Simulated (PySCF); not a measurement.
Molecule: `InChI=1S/H8Si4/c1-2-4-3-1/h1-4H2`.

Bonds (- single, = double, # triple, : aromatic): Si1-Si2 2.374 Å, Si2-Si3 2.374 Å, Si3-Si4 2.374 Å, Si4-Si1 2.375 Å. Si1 carries H5, H6; Si2 carries H7, H8; Si3 carries H9, H10; Si4 carries H11, H12.

Geometry PBE0-D3(BJ)/def2-SVP throughout; GIAO in PySCF, gas phase, one conformer, non-relativistic; equivalent atoms averaged; basis pcSseg-2.

(1) How do the shifts δ (against TMS at the same level) depend on the functional? (ppm; last column core-seconds on 1 thread of an Arm Neoverse V1, shared host; the GGAs took longer than the global hybrids here, which isn't the general rule, and the cause wasn't traced)

(2) Which nucleus moves most, in ppm?

Answers

(1) 
```tsv
functional	kind	Si1/Si2/Si3/Si4	H5/H6/H7/H8/H9/H10/H11/H12	core-s
HF	Hartree–Fock	-81.0	3.80	21
LDA	LDA	-96.7	4.70	32
PBE	GGA	-91.6	4.49	40
BLYP	GGA	-84.3	4.39	38
BP86	GGA	-88.6	4.47	40
OPBE	GGA	-92.0	4.42	39
KT2	GGA	-86.6	4.46	40
KT3	GGA	-82.4	4.28	40
B97-D	GGA	-82.2	4.31	38
B3LYP	global hybrid	-83.6	4.24	30
PBE0	global hybrid	-89.8	4.31	32
mPW1PW91	global hybrid	-87.8	4.28	31
WP04	global hybrid	-63.8	3.72	31
B97-2	global hybrid	-85.7	4.22	32
BHandHLYP	global hybrid	-81.9	4.04	31
CAM-B3LYP	range-separated hybrid	-87.2	4.14	45
wB97X-D	range-separated hybrid	-90.6	4.19	59
LC-wPBE	range-separated hybrid	-94.9	4.06	55
```

(2) Si1/Si2/Si3/Si4 (silicon bonded to 2 Si, 2 H, in a 4-membered ring): from -96.7 ppm with LDA to -63.8 ppm with WP04. The smallest spread is 0.98 ppm, at H5/H6/H7/H8/H9/H10/H11/H12.
